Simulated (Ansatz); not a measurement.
A series at Si: from `O[SiH2][SiH](O)O`, ligands are replaced one by one, each step taking up H–F and setting free H₂O; n counts the steps. Ansatz, PBE0-D4/def2-TZVP geometries. Each molecule was computed in one conformer, which needn't be the lowest.

```csv
n,molecule,"HOMO energy, ωB97M-V/def2-TZVPP (eV)"
0,`O[SiH2][SiH](O)O`,-9.80
1,`O[SiH](O)[SiH2]F`,-10.06
2,`O[SiH](F)[SiH2]F`,-10.33
3,`F[SiH2][SiH](F)F`,?
```

By hand: fit a straight line y = ȳ + b (n − n̄) to the 3 given rows and predict n = 3.

n̄ = 1.000, ȳ = -10.063; Σ(n − n̄)(y − ȳ) = -0.530, Σ(n − n̄)² = 2.000, so b = -0.265 eV a step. Prediction: -10.063 + (-0.265) × (2.000) = -10.59 eV.

By hand: compare with the computed value, -10.71 eV, and give the steps along the whole series.

The line misses by -0.12 eV (computed minus predicted). Steps: -0.26, -0.27, -0.38 eV.

The steps grow at each stage, from -0.26 to -0.38 eV, so the series is curved and an end member is harder to predict than an inner one. The highest orbital can change its character along such a series. The miss is 13.2 % of the series' range.
